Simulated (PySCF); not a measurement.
**UHF on Zr+ (zirconium, charge +1)**

Configuration: [Kr] 4d1 5s2, 2D determinant (an excited configuration). Calculation: PySCF 2.14, in ANO-R3 (8s6p5d3f2g1h, 101 functions); scalar relativity by spin-free X2C-1e.

```json
{
 "Total energy": "-3595.958358 hartree",
 "One-electron energy": "-4952.5314 hartree",
 "Hartree (Coulomb) energy": "1469.3464 hartree",
 "Exchange energy": "-112.7734 hartree",
 "⟨S²⟩": "0.7542",
 "⟨L²⟩": "8.409",
 "Sum of ⟨r⟩": "28.48 bohr",
 "Sum of ⟨r²⟩": "49.79 bohr²",
 "Traceless quadrupole moment −½Σ⟨3z² − r²⟩ along its main axis": "-4.28 e·bohr²",
 "Langevin diamagnetic susceptibility": "-39.4 ×10⁻⁶ cm³/mol"
}
```

```
shell  electrons  mean orbital energy (eV)  spread (eV)  rms radius, mean of both spins (bohr)
 1s β          1                  -18106.8            0                                 0.0426
 1s α          1                  -18106.8            0                                 0.0426
 2s α          1                   -2588.8            0                                  0.176
 2s β          1                   -2588.6            0                                  0.176
 2p α          3                   -2303.9        0.063                                  0.157
 2p β          3                   -2303.8        0.220                                  0.157
 3s α          1                   -463.12            0                                  0.487
 3s β          1                   -463.06            0                                  0.487
 3p α          3                   -367.46        0.317                                  0.496
 3p β          3                   -367.38        0.458                                  0.496
 3d α          5                   -210.22        0.721                                  0.495
 3d β          5                   -209.99        0.640                                  0.495
 4s α          1                   -77.472            0                                   1.29
 4s β          1                   -76.393            0                                   1.29
 4p α          3                   -49.968        1.333                                   1.46
 4p β          3                   -48.418        0.718                                   1.46
 4d α          1                   -16.784            0                                   2.18
 5s α          1                   -12.697            0                                   3.49
 5s β          1                   -12.375            0                                   3.49
```

⟨L²⟩ = 8.41 against 6 for a pure D term, so this real determinant mixes terms. The s, p, d and f populations moved away from the nominal configuration during the SCF.

Densities and radii are taken from the X2C orbitals without a picture-change correction, which distorts them close to the nucleus.

Spin-orbit constants ζ (cm⁻¹) from the X2C one-electron operator on these orbitals: bare nucleus, nucleus screened by l(l+1)(2l+1)/3 electrons, and screened by the Breit-Pauli mean field of the electrons.

```json
{"shell": "2p", "bare": "469500", "screened nucleus": "446000", "mean field": "n/a"}
{"shell": "3p", "bare": "75440", "screened nucleus": "71670", "mean field": "n/a"}
{"shell": "3d", "bare": "10370", "screened nucleus": "7775", "mean field": "n/a"}
{"shell": "4p", "bare": "9044", "screened nucleus": "8592", "mean field": "n/a"}
{"shell": "4d", "bare": "609.6", "screened nucleus": "457.2", "mean field": "n/a"}
```

To first order the Landé constant is A = 457.2 cm⁻¹, so the lowest level has J = 3/2 and lies 0.0850 eV below the centre of the term.
